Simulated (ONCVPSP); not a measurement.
## Before and after: ONCV potential for silver

silver, optimised norm-conserving Vanderbilt (ONCV), made with ONCVPSP 4.0.1 (LDA (Perdew-Wang 92), scalar-relativistic). Core [Ar] 3d10 4s2, reference 4p6 4d10 5s1. Waves: 5s: rc 2.55 bohr, ncon 4, nbas 7, qcut 3 1/bohr, 2 projectors, debl 1.4 Ha; 4p: rc 1.05 bohr, ncon 4, nbas 7, qcut 9.3 1/bohr, 2 projectors, debl 3.2 Ha; 4d: rc 1.65 bohr, ncon 4, nbas 9, qcut 10.9 1/bohr, 2 projectors, debl 1.1 Ha. Local part: polynomial inside 1.05 bohr (lpopt 5, dvloc0 6 Ha). Core correction: Teter function, fcfact 2.5, rcfact 1.8.

Change: core correction Teter function, fcfact 2.5, rcfact 1.

Cutoffs: the cutoffs (Ha) at which the residual kinetic energy of the hardest occupied pseudo-wave falls to 1 and 0.1 mHa per electron; they do not see the model core or the augmentation charge, which bear on the density cutoff. Errors are all-electron minus pseudo energies relative to the spin-unpolarised reference configuration.

**Question.** Predict the effect on cutoff, ghosts and configuration errors.

**Answer.** The potential gets neither clearly harder nor softer (45 Ha and 121 Ha → 45 Ha and 121 Ha); both files keep a bound ghost (s); of the 4 tests that both files solve, the error grows in 2 and shrinks in 0 by more than 15 % and 0.3 meV (median size 18.3 → 23.1 meV). A model core, the more so a compact one, raises the density cutoff, which this test does not measure.

```csv
quantity,base,changed
"cutoff, loose",45 Ha,45 Ha
"cutoff, tight",121 Ha,121 Ha
bound ghosts,s,s
GHOST(+) flags under 300 eV,none,none
"error for 4p6 4d10 5s0, meV [ΔE 8.10 eV]",-11,-10
"error for 4p6 4d9 5s0, meV [ΔE 30.48 eV]",+8.2,+9.6
"error for 4p6 4d8 5s0, meV [ΔE 66.92 eV]",+26,+36
"error for 4p5 4d10 5s1, meV [ΔE 65.35 eV]",-82,-76
s: phases at 2.59 bohr within 0.05 rad from the reference energy up to (Ha; the scan ends near 5),n/a,n/a
p: phases at 1.07 bohr within 0.05 rad from the reference energy up to (Ha; the scan ends near 5),to the end of the scan,to the end of the scan
d: phases at 1.67 bohr within 0.05 rad from the reference energy up to (Ha; the scan ends near 5),to the end of the scan,to the end of the scan
"rms error of d²Exc/dni dnj with the model core, mHa",0.19,3.15
```

 A true bound ghost makes a file unfit for plane-wave use even where its test errors are small: the radial tests pick states by their node count and pass the ghost by.
